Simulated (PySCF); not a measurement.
H2OSSn, SMILES [Sn]([SH])[OH] (connectivity only; charge and spin as stated), neutral, multiplicity 1.

Geometry optimised at PBE0-D3(BJ)/def2-TZVP. The def2 effective core potentials stand for the cores of Sn; spin–orbit coupling is left out. Other conformers were not sampled.

Calculation: CAM-B3LYP/def2-TZVPD (PySCF).

Symmetry labels are those of the subgroup Cs that the program uses (full group Cs).

Computed valence orbital energies around the gap with their symmetry:
```tsv
orbital	symmetry	energy (eV)
HOMO−7	A'	-21.63
HOMO−6	A'	-15.76
HOMO−5	A'	-13.49
HOMO−4	A'	-12.15
HOMO−3	A"	-10.62
HOMO−2	A'	-10.40
HOMO−1	A"	-8.85
HOMO	A'	-8.55
LUMO	A"	-1.43
LUMO+1	A'	0.08
LUMO+2	A'	0.38
LUMO+3	A'	0.68
```
